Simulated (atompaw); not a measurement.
# Reading a pseudo-wave (potassium)

Columns: radius, all-electron u(r) and pseudo u(r) of the 4p shell (level -3.64 eV) of potassium in the configuration [Ne] 3s2 3p6 3d0 4s0 4p0; LDA (PW92), scalar-relativistic, PAW (atompaw) scheme, atompaw 4.2.0.5.

| r (bohr) | all-electron | pseudo |
| --- | --- | --- |
| 0.145 | 0.1068 | -0.0268 |
| 0.291 | 0.0986 | -0.1029 |
| 0.436 | 0.0043 | -0.2135 |
| 0.582 | -0.0967 | -0.3396 |
| 0.727 | -0.1699 | -0.4572 |
| 0.872 | -0.2088 | -0.5466 |
| 1.018 | -0.2171 | -0.5930 |
| 1.163 | -0.2016 | -0.5889 |
| 1.308 | -0.1694 | -0.5365 |
| 1.454 | -0.1259 | -0.4441 |
| 1.599 | -0.0761 | -0.3275 |
| 1.745 | -0.0228 | -0.2011 |
| 1.890 | 0.0311 | -0.0809 |
| 2.035 | 0.0840 | 0.0240 |
| 2.181 | 0.1353 | 0.1096 |
| 2.326 | 0.1833 | 0.1754 |
| 2.472 | 0.2281 | 0.2269 |
| 2.617 | 0.2688 | 0.2688 |
| 2.762 | 0.3055 | 0.3055 |
| 2.908 | 0.3385 | 0.3385 |
| 3.053 | 0.3672 | 0.3672 |
| 3.198 | 0.3920 | 0.3920 |
| 3.344 | 0.4132 | 0.4132 |
| 3.489 | 0.4308 | 0.4308 |
| 3.635 | 0.4451 | 0.4451 |
| 3.780 | 0.4563 | 0.4563 |

(1) How many radial nodes do the two functions have?

(2) At about which radius was the pseudo-wave matched?

(3) Is the pseudo-wave norm-conserving?

Answers

(1) The all-electron 4p function has n − l − 1 = 2; the pseudo-wave has 1, since 1 lower shell of the same l stays in the valence.

(2) 2.72 bohr, where the columns begin to agree (steps of 0.15 bohr).

(3) No, it belongs to a PAW set: the norm inside the radius is not constrained, and the difference is carried by the augmentation charge.
